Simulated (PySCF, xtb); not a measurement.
Si(CCH)(H)2(Me) (C3H6Si), SMILES C#C[SiH2]C.

Harmonic wavenumbers (cm⁻¹) from xtb with GFN2-xTB at its own minimum, in rising order: 120, 121, 215, 279, 463, 562, 648, 667, 683, 689, 762, 781, 833, 844, 1375, 1491, 1492, 2205, 2208, 2220, 3034, 3034, 3039, 3351.

**Question.** What does r2SCAN-D4/def2-SVP (PySCF) give at its own minimum? (Estimate from the structure and the level; the computed values follow.)

**Answer.** 133, 161, 242, 328, 486, 610, 703, 708, 716, 717, 752, 881, 904, 948, 1255, 1428, 1432, 2131, 2219, 2222, 3041, 3149, 3153, 3459. Paired by order, the mean absolute difference is 55 cm⁻¹ and the zero-point energies are 44.5 and 45.4 kcal/mol.
